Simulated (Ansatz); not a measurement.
The cluster Cs4F3, relaxed as a doublet with UKS PBE-D4/def2-SVP in Ansatz, starting from the GFN1-xTB geometry. Force threshold 0.02 eV/Å.

In the def2 sets Cs takes a core potential; there is no spin–orbit coupling. The structure comes from a short search, and lower isomers may exist.

Start:

```xyz
7

Cs   -0.1392   -0.9098    2.4956
Cs    2.2860    0.5931   -0.5310
Cs   -1.8351    1.4805   -0.4780
Cs   -0.4416   -1.8900   -2.5080
F    -0.0365    0.5118   -2.4461
F    -2.0127    0.6106    1.7824
F     2.1790   -0.3963    1.6850
```

Estimate the energy that the relaxation releases and the steps that it takes.

96.7 kJ/mol, in 23 steps; 77 s on 4 threads of Arm Neoverse V2 on a shared host. The force fell under the threshold at step 21, but the optimiser went on. No frequencies were taken in this run, so the end may be a saddle point.

Does the start keep its bonding?

Bonds lost: Cs1–Cs4 (atoms count from 1). The end is the same structure that another start reached.

Predict the relaxed structure.


Cartesian coordinates in Å:
```
Cs 0.189 0.462 3.677
Cs 2.321 -0.598 -0.637
Cs -2.380 0.452 -0.527
Cs -0.233 -0.571 -4.547
F -0.097 -0.240 -1.887
F -1.819 0.674 2.005
F 2.020 -0.180 1.915
```
Bond lengths (bridged metal pairs left out): 7 × Cs–F 2.60 to 2.75 Å.
